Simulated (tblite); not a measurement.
Distances in Å between the heavy atoms of a computed structure (GFN2-xTB; lower triangle, same order across):
```
C1    0.00
C2    1.53  0.00
C3    2.47  1.50  0.00
Si4   3.48  2.88  1.90  0.00
C5    3.36  2.49  1.34  2.86  0.00
Si6   5.09  4.30  2.91  3.51  1.90  0.00
C7    3.65  2.89  2.43  4.21  1.45  2.79  0.00
O8    3.41  3.06  3.07  4.91  2.40  3.83  1.19  0.00
Cl9   5.36  4.35  3.79  5.37  2.67  3.09  1.81  2.59  0.00
```

Hydrogens: 3 on C1, 2 on C2, 3 on Si4, 3 on Si6.

Neutral, closed shell.

Q: Read off the bonds between heavy atoms and their formal orders.

A: C1–C2 (single); C2–C3 (single); C3–Si4 (single); C3–C5 (double); C5–Si6 (single); C5–C7 (single); C7–O8 (double); C7–Cl9 (single).

Q: Which species is it?

A: `CC/C([SiH3])=C(/[SiH3])C(=O)Cl`, C5H11ClOSi2. Among its features: C=C double bond, C–Cl bond, Si–H bond and C–Si bond.

Q: Classify the heavy atoms.

A: C1: methyl carbon; C2: allylic carbon; C3: fully substituted alkene carbon; Si4: SiH3 silicon; C5: fully substituted alkene carbon; Si6: SiH3 silicon; C7: acyl halide carbon; O8: carbonyl oxygen; Cl9: chlorine bonded to C.

Conformer computed: `[CH3:1][CH2:2]/[C:3]([SiH3:4])=[C:5](/[SiH3:6])[C:7](=[O:8])[Cl:9]`: C1–C2–C3–Si4 -80°, C3–C5–C7–O8 -51°.
